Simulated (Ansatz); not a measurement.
`NBC1BC1` + HI → `IC1BC1` + `BN`  (substitution at a C–B bond)

Computed with Ansatz on PBE0-D4/def2-TZVP structures; ΔE is electronic, products minus reactants. CCSD(T)/CBS adds triple-zeta CCSD(T) − MP2 to the extrapolated MP2 energy (def2 sets, frozen cores). This one scheme is used for every species. DFT in def2-TZVPP. B3LYP here is the variant with VWN-RPA as its local correlation; programs differ in this. def2 core potentials past Kr. For I outer-core shells are correlated without core-valence functions, which leaves a few kJ/mol of doubt a bond. Each species was taken in one conformer, which may not be the lowest.

`NBC1BC1`:

Cartesian coordinates in Å:
```
N -0.070 1.805 1.302
B -0.166 0.471 0.903
C 0.089 0.022 -0.552
B 0.971 -1.201 -0.807
C -0.517 -1.338 -1.014
H -0.217 2.100 2.251
H 0.161 2.557 0.676
H -0.451 -0.341 1.743
H 0.180 0.809 -1.302
H 2.071 -1.633 -0.892
H -1.145 -1.837 -0.282
H -0.907 -1.413 -2.026
```

HI:

Cartesian coordinates in Å:
```
I 0.054 -0.632 0.496
H -0.054 0.632 -0.496
```

`IC1BC1`:

Z-matrix (Å, degrees):
```
C
B 1 1.514
C 1 1.525 2 60.5
I 1 2.127 2 102.1 3 109.3
H 1 1.080 2 135.3 3 -110.8
H 2 1.182 1 147.4 3 -179.0
H 3 1.085 1 121.6 2 115.9
H 3 1.092 1 112.2 2 -106.5
```

`BN`:

Cartesian coordinates in Å:
```
B 0.565 -0.190 -0.332
N -0.581 0.196 0.342
H 0.459 -0.759 -1.380
H 1.633 0.055 0.150
H -0.566 0.677 1.225
H -1.509 0.022 -0.005
```

Question: Is it downhill or uphill in electronic energy at CCSD(T)/CBS, and by how much? (Estimate.)

Answer: Computed: Uphill: ΔE = +62.4 kJ/mol.

Question: What do these levels give: r2SCAN-D4, PBE0-D4, B3LYP-D4, ωB97X-V, r2SCAN, HF/def2-TZVPP, MP2/def2-TZVPP, CCSD/def2-TZVPP, CCSD(T)/def2-TZVPP, HF/def2-QZVPP, HF/CBS(def2), CCSD/CBS(def2)? (Best estimate.)

Answer: The calculation gave: r2SCAN-D4 71.7, PBE0-D4 70.8, B3LYP-D4 66.8, ωB97X-V 71.8, r2SCAN 71.4, HF/def2-TZVPP 75.8, MP2/def2-TZVPP 61.2, CCSD/def2-TZVPP 70.0, CCSD(T)/def2-TZVPP 66.3, HF/def2-QZVPP 75.4, HF/CBS(def2) 75.4, CCSD/CBS(def2) 66.1 kJ/mol.

Largest T1 diagnostic among the species: 0.012.

In def2-TZVPP, CCSD(T) changes the Hartree–Fock value by −9.6 kJ/mol (the triples alone add −3.7 kJ/mol) and MP2 by −14.6 kJ/mol. From PBE to PBE0 (25 % exact exchange), in def2-TZVPP and without D4, ΔE moves by +5.0 kJ/mol.
